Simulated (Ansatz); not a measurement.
Li2Br2. Charge 0, multiplicity 3. Geometry r2SCAN-D4/def2-TZVP, that of the charge +1 doublet; atoms count from 1.

Cartesian coordinates in Å:
```
Li 0.757 -1.650 -0.717
Li -0.342 1.607 1.054
Br 0.622 0.803 -1.090
Br -1.037 -0.760 0.753
```

At PBE0-D4/def2-TZVP a singlet of charge 0 lies 3.09 eV below the triplet at the same geometry. The structure comes from a short search, and lower isomers may exist.

Question: Estimate the Mulliken populations from the PBE0/def2-TZVP orbitals of Ansatz.

Answer: 
| atom | charge (e) | spin (α − β) |
| --- | --- | --- |
| Li1 | 0.36 | 0.50 |
| Li2 | 0.36 | 0.50 |
| Br3 | -0.36 | 0.50 |
| Br4 | -0.36 | 0.50 |
Mulliken values and Mayer orders depend strongly on the basis.

Question: Where does the spin sit?

Answer: Summed by element: Li 1.00, Br 1.00, of 2 unpaired in all. Largest on single atoms: Br3 0.50, Br4 0.50, Li2 0.50.
